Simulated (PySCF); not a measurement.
These 2 structures share the formula C7H10N2. Computed with PBE0-D3(BJ)/def2-SVP geometry optimisation, gas phase (PySCF). Energies are electronic, without zero-point or thermal terms, for one conformer each. No frequencies were run at this level. Point groups hold within 0.08 Å.

Question: Order them by energy at this level, lowest first, and give relative energies in kcal/mol.
A. `[CH3:1][CH2:2][NH:3][c:4]1[cH:5][cH:6][cH:7][cH:8][n:9]1` with C1–C2–N3–C4 -78°, C2–N3–C4–C5 173°
B. tert-butylmalononitrile, `C(C(C(C)(C)C)C#N)#N`

Answer: A (0.0), B (34.1).

As drawn, the lower has an aromatic ring and an N–H bond, which the higher lacks; the higher has a C≡N group and a quaternary carbon, which the lower lacks.

```csv
SMILES,E (Eh),E rel (kcal/mol),dipole (D),point group,"A, B, C (MHz)"
CCNc1ccccn1,-381.56828,0.0,1.89,C1,"3935, 1074, 913.1"
CC(C)(C)C(C#N)C#N,-381.51398,34.1,4.50,Cs,"1805, 1655, 1080"
```

Q: How do the relative energies change in single points at PBE0/pcSseg-1 (no added dispersion term) on the same geometries?

A: 
```
           SMILES  PBE0-D3(BJ)/def2-SVP (kcal/mol)  PBE0/pcSseg-1 (kcal/mol)  shift
      CCNc1ccccn1                              0.0                       0.0    0.0
CC(C)(C)C(C#N)C#N                             34.1                      27.2   -6.9
```

Each column counts from its own lowest isomer. The order is unchanged; the largest shift is 6.9 kcal/mol.
